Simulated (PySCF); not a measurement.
Computed shifts of a molecule C2H10O2Si2, PBE/pcSseg-1 (PySCF), GIAO, gas phase, atoms alike by connectivity averaged where their shifts nearly agree, in ppm (number of nuclei): ¹³C: 65.0 (1), 23.9 (1). ²⁹Si: -17.4 (1), -32.8 (1). ¹H: 5.51 (3), 5.34 (2), 3.74 (1), 1.64 (3), 1.19 (1). References: ¹³C against TMS (σ = 182.0 ppm); ¹⁷O against H2O (σ = 334.3 ppm); ²⁹Si against TMS (σ = 335.4 ppm); ¹H against TMS (σ = 31.49 ppm), references at their B3LYP-D3(BJ)/def2-TZVP geometries, non-relativistic. Geometry: ωB97X-D3(BJ)/def2-SVP. Other conformers were not sampled.

Identify the compound among the candidates.
A) CO[SiH2][C@H](O)[SiH3]
B) CCO[Si@H](O)[SiH3]
C) C[C@H](O)[SiH2]O[SiH3]
D) C[SiH2]O[Si@H](C)O

C, C[C@H](O)[SiH2]O[SiH3]
